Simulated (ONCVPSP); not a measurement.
## O: one change to an ONCV potential, before and after

oxygen, optimised norm-conserving Vanderbilt (ONCV), made with ONCVPSP 4.0.1 (LDA (Perdew-Wang 92), scalar-relativistic). Core [He], reference 2s2 2p2 (charge +2). Waves: 2s: rc 0.70 bohr, ncon 3, nbas 7, qcut 8.7 1/bohr, 2 projectors, debl 1.1 Ha; 2p: rc 1.25 bohr, ncon 4, nbas 7, qcut 11.6 1/bohr, 1 projector; d scattering state at 0.2 Ha: rc 1.05 bohr, ncon 4, nbas 7, qcut 9.3 1/bohr, 2 projectors, debl 3.4 Ha. Local part: polynomial inside 0.65 bohr (lpopt 3, dvloc0 1 Ha). Core correction: polynomial model core, fcfact 0.35.

In the s channel the program set the typed energies aside and used -2.132, 0.250 Ha.

Change: core correction polynomial model core, fcfact 0.24.

Cutoffs: the cutoffs (Ha) at which the residual kinetic energy of the hardest occupied pseudo-wave falls to 1 and 0.1 mHa per electron; they do not see the model core or the augmentation charge, which bear on the density cutoff. Errors are all-electron minus pseudo energies relative to the spin-unpolarised reference configuration.

Question: Predict the effect on cutoff, ghosts and configuration errors.

Answer: The potential gets neither clearly harder nor softer (45 Ha and 233 Ha → 45 Ha and 233 Ha); the errors of the 4 common tests hardly move; neither file shows a bound ghost. A model core, the more so a compact one, raises the density cutoff, which this test does not measure.

```tsv
quantity	base	changed
cutoff, loose	45 Ha	45 Ha
cutoff, tight	233 Ha	233 Ha
bound ghosts	none	none
GHOST(+) flags under 300 eV	none	none
error for 2s2 2p4, meV [ΔE -50.30 eV]	+49	+50
error for 2s2 2p3, meV [ΔE -33.71 eV]	+25	+25
error for 2s2 2p1, meV [ΔE 53.97 eV]	+68	+69
error for 2s2 2p0, meV [ΔE 130.93 eV]	+433	+435
s: phases at 0.71 bohr within 0.05 rad from the reference energy up to (Ha; the scan ends near 5)	to the end of the scan	to the end of the scan
p: phases at 1.27 bohr within 0.05 rad from the reference energy up to (Ha; the scan ends near 5)	1.8	1.8
d: phases at 1.06 bohr within 0.05 rad from the reference energy up to (Ha; the scan ends near 5)	to the end of the scan	to the end of the scan
rms error of d²Exc/dni dnj with the model core, mHa	2.09	2.15
```
